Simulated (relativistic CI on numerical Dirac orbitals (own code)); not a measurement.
## Pt2+: 5d valence photoemission

Computed with this model: Dirac-Coulomb-Breit CI, orbitals from a KLI potential per configuration, model QED (radiative potential, 1s self-energy scaled to tabulated hydrogen-like ionisation energies), valence Slater integrals scaled by 0.9, multiplet model of photoemission in the sudden approximation; configurations [Xe] 4f14 5d8 → [Xe] 4f14 5d7; 300 K; Lorentzian 0.21 eV and Gaussian 0.5 eV FWHM. Energies are those of the free ion, without screening or charge transfer. The energies are binding energies and can lie tens of eV above those of solids. S is read from ⟨S²⟩ = S(S + 1).

Field parameters in Wybourne normalisation: Oh B⁴₀ = 21Dq, B⁴₄ = √(5/14) B⁴₀. The field is a parameter set, without covalency.

free ion: ground-state S = 0.98, centroid 30.63 eV. Peaks (eV, height): 29.0 (100), 30.3 (63), 31.3 (80), 32.1 (66).

Oh, 10Dq = 5500 cm⁻¹: ground-state S = 0.98, centroid 30.70 eV. Peaks (eV, height): 29.3 (100), 30.6 (55), 31.6 (73).

Oh, 10Dq = 15250 cm⁻¹: ground-state S = 0.99, centroid 30.88 eV. Peaks (eV, height): 29.7 (100), 31.1 (61), 32.1 (50).

Oh, 10Dq = 24950 cm⁻¹: ground-state S = 0.99, centroid 31.06 eV. Peaks (eV, height): 29.3 (99), 30.4 (91), 31.3 (100), 32.7 (84).

Oh, 10Dq = 34700 cm⁻¹: ground-state S = 1.00, centroid 31.25 eV. Peaks (eV, height): 28.8 (96), 30.9 (90), 31.7 (100), 33.2 (80).

Oh, 10Dq = 44400 cm⁻¹: ground-state S = 1.00, centroid 31.43 eV. Peaks (eV, height): 28.1 (94), 31.4 (89), 32.2 (100), 33.7 (75).

Strongest unbroadened transitions for Oh, 10Dq = 5500 cm⁻¹:

```csv
Energy (eV),Relative strength
29.18,44.4
29.28,100.0
29.52,64.0
30.36,31.5
30.44,25.5
30.65,6.5
30.69,44.3
31.07,14.1
31.37,56.2
31.54,22.4
31.63,11.7
31.72,41.6
31.87,16.1
31.90,19.8
32.27,8.5
32.34,5.3
32.60,15.0
32.79,8.0
```
